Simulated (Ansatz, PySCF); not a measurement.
phosphoric acid (H3O4P), SMILES O=P(O)(O)O. Atoms are numbered in the order given.

```xyz
8

O      0.4143     0.0729     1.5043
P      0.1086    -0.0011    -0.0793
O      1.2840    -0.0043    -0.9837
O     -0.8682    -1.2842    -0.1579
O     -0.9405     1.2126    -0.2608
H      1.1933     0.6283     1.6734
H     -0.3548    -2.0910    -0.3295
H     -1.0127     1.4609    -1.1974
```

Geometry: TPSSh-D3(BJ)/def2-SVP. The values are those of a single conformer.

Two levels are set side by side: PBE-D3(BJ)/def2-SVP (Ansatz, a quantum-chemistry and plane-wave program) and TPSSh-D3(BJ)/def2-SVP (PySCF). Each level has its own optimised geometry; the coordinates shown are those of the second. Frequencies come from the Hessian of PySCF at each geometry. Differences are taken from unrounded values.

| quantity | TPSSh-D3(BJ) | PBE-D3(BJ) | PBE-D3(BJ) minus TPSSh-D3(BJ) |
|---|---|---|---|
| mean bond length (Å) | 1.320 | 1.330 | 0.010 |
| bond O1–P2 (Å) | 1.615 | 1.628 | 0.013 |
| bond P2–O3 (Å) | 1.483 | 1.495 | 0.012 |
| bond P2–O4 (Å) | 1.615 | 1.628 | 0.013 |
| bond P2–O5 (Å) | 1.615 | 1.628 | 0.013 |
| bond O1–H6 (Å) | 0.972 | 0.977 | 0.006 |
| bond O4–H7 (Å) | 0.972 | 0.977 | 0.006 |
| bond O5–H8 (Å) | 0.972 | 0.977 | 0.006 |
| highest harmonic wavenumber (cm⁻¹) | 3788 | 3715 | -73 |
| mean harmonic wavenumber (cm⁻¹) | 1170 | 1143 | -27 |
| zero-point energy (kcal/mol) | 30.10 | 29.40 | -0.70 |

Exact exchange shortens and stiffens bonds; PBE has none. Differences between two approximate levels are no errors against the true value.
